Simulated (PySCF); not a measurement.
Working with the constants of RbIn⁺

PW91 constants of RbIn⁺, ²Σ⁺ (doublet), unpaired electrons σ ↑ (Rb def2-SVPD with ECP28, In def2-SVPD with ECP28; scalar-relativistic core potentials (PySCF 2.14); masses 84.9118 and 114.9039 u):

| Quantity | Value |
| --- | --- |
| ωe | 45.0 cm⁻¹ |
| ωexe | 0.163 cm⁻¹ |
| Be | 0.019188 cm⁻¹ |
| αe | 0.000116 cm⁻¹ |
| D (centrifugal) | 1.4e-08 cm⁻¹ |
| De to Rb⁺ + In | 0.61 eV |

Give the vibrational terms G(v) and spacings up to v = 6.

G(v) = ωe(v+½) − ωexe(v+½)².

| v | G(v) (cm⁻¹) | G(v) − G(v−1) | Bv (cm⁻¹) |
| --- | --- | --- | --- |
| 0 | 22.5 |  | 0.01913 |
| 1 | 67.1 | 44.7 | 0.01901 |
| 2 | 111.5 | 44.3 | 0.01890 |
| 3 | 155.5 | 44.0 | 0.01878 |
| 4 | 199.2 | 43.7 | 0.01867 |
| 5 | 242.6 | 43.4 | 0.01855 |
| 6 | 285.6 | 43.0 | 0.01843 |

How well does the Morse estimate ωe²/(4ωexe) reproduce De, and what is D0?

It gives 0.39 eV, 63 % of the computed De. D0 = De − G(0) = 0.61 − 0.00 = 0.61 eV.

These are scalar-relativistic numbers at best; spin–orbit coupling would shift them, the dissociation energy most. For an ion De counts to the pair picked by the measured ionisation energies or electron affinities, which need not be the lowest pair at this level. The state is the lowest determinant that a PBE0 search found; another state may lie lower at other levels.
